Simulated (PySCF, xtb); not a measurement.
Be(H)(GeH3) (BeGeH₄), SMILES [BeH][GeH3].

Harmonic wavenumbers (cm⁻¹) from GFN2-xTB in xtb at its own minimum, in rising order: 99, 101, 351, 352, 523, 882, 928, 929, 1909, 1956, 1957, 2045.

Question: What does B3LYP-D3(BJ)/def2-TZVP (PySCF) give at its own minimum? (The exact figures need the calculation; the answer reports its results.)

Answer: 339, 339, 522, 556, 556, 809, 891, 891, 2094, 2095, 2095, 2142. Paired by order, the mean absolute difference is 133 cm⁻¹ and the zero-point energies are 17.2 and 19.1 kcal/mol.
